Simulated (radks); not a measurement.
Ionisation of the iodine ion I3+, [Kr] 4d10 5s2 5p2, to [Kr] 4d10 5s2 5p1 as the strength of local exchange is varied. All-electron calculation, Dirac Kohn-Sham, Slater X-alpha exchange (alpha = 2/3 is LDA exchange), no correlation, spin-unpolarised, spherical densities, finite nucleus; open shells fill j = l - 1/2 first; Fermi nuclear charge, rms radius 4.75 fm. Program: a radial shooting solver on a logarithmic mesh with Libxc functionals.

alpha  E(I3+) (hartree)  exchange (hartree)  IE (eV)  -e of the level emptied (eV)  <r> of it (bohr)
0.667       -7105.96564          -169.81545   39.326                34.038 (5p1/2)             2.077
0.83        -7147.57704          -212.45780   41.710                36.359 (5p1/2)             2.024
0.833       -7148.34500          -213.24683   41.755                36.402 (5p1/2)             2.023
0.904       -7166.54219          -231.96482   42.816                37.437 (5p1/2)             2.001
0.925       -7171.93261          -237.51742   43.132                37.746 (5p1/2)             1.994

NIST Atomic Spectra Database: 40.36 eV (measured). The Delta-SCF value meets it near alpha = 0.74. Spin polarisation and multiplet splitting are left out, so open shells lie too high by an amount that depends on their filling.

Beside tabulated values, note that spin-unpolarised runs miss the spin-polarisation part of the exchange energy of open shells.
